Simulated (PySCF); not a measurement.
All of these have the formula C7H16Ge. Computed, not measured: PySCF, TDDFT PBE0/def2-SVPD, vertical, gas phase, core orbitals frozen in the response. Geometries: PBE0-D3(BJ)/def2-SVP; one conformer of each isolated species. Triplets are in the Tamm–Dancoff approximation. 'Strongest' means the level of largest summed f among the lowest 10 singlets; it needn't be the same kind of state in each. Relativistic effects are left out although some hold elements past zinc.

Question: Rank by computed lowest singlet excitation energy, lowest first.
A. `CC[C@@H]1CC[C@@H]([GeH3])C1`
B. `CC[C@@H]1CCC[CH2][GeH2]1`
C. `CC[C@@H](C)[GeH]1[CH2]C[CH2]1`
D. `C1C[C@H](C[C@H]1[GeH3])CC`

Answer: C (6.63 eV), B (6.92 eV), A (7.12 eV), D (7.34 eV).

```csv
SMILES,S1 (eV),T1 (eV),α (au),first f ≥ 0.01 (nm),f (strongest),S1 mainly
CC[C@@H](C)[GeH]1[CH2]C[CH2]1,6.63,6.33,115.2,187,0.11,H→L (96%)
CC[C@@H]1CCC[CH2][GeH2]1,6.92,6.72,112.9,173,0.10,H→L (97%)
CC[C@@H]1CC[C@@H]([GeH3])C1,7.12,6.88,113.4,161,0.25,H→L (96%)
CC[C@@H]1CC[C@H]([GeH3])C1,7.34,7.08,115.0,157,0.24,H→L (98%)
```

H and L stand for HOMO and LUMO.

- `CC[C@@H](C)[GeH]1[CH2]C[CH2]1`: Löwdin shares by element: HOMO carbon 44% or more, germanium 17% (atoms not listed hold the other 39%); LUMO germanium 17%, carbon 16% or more, hydrogen 8% or more (atoms not listed hold the other 59%).
- `CC[C@@H]1CCC[CH2][GeH2]1`: Löwdin shares by element: HOMO carbon 46% or more, germanium 19% (atoms not listed hold the other 35%); LUMO germanium 25%, carbon 13% or more, hydrogen 8% or more (atoms not listed hold the other 54%).
- `CC[C@@H]1CC[C@@H]([GeH3])C1`: Löwdin shares by element: HOMO carbon 48% or more, germanium 21% (atoms not listed hold the other 31%); LUMO germanium 33%, hydrogen 19% or more (atoms not listed hold the other 48%).
- `CC[C@@H]1CC[C@H]([GeH3])C1`: Löwdin shares by element: HOMO carbon 45% or more, germanium 22% (atoms not listed hold the other 33%); LUMO germanium 33%, hydrogen 19% or more (atoms not listed hold the other 48%).

Without π bonds the low states are Rydberg-like; a valence basis with one diffuse set may place them up to an eV too high.
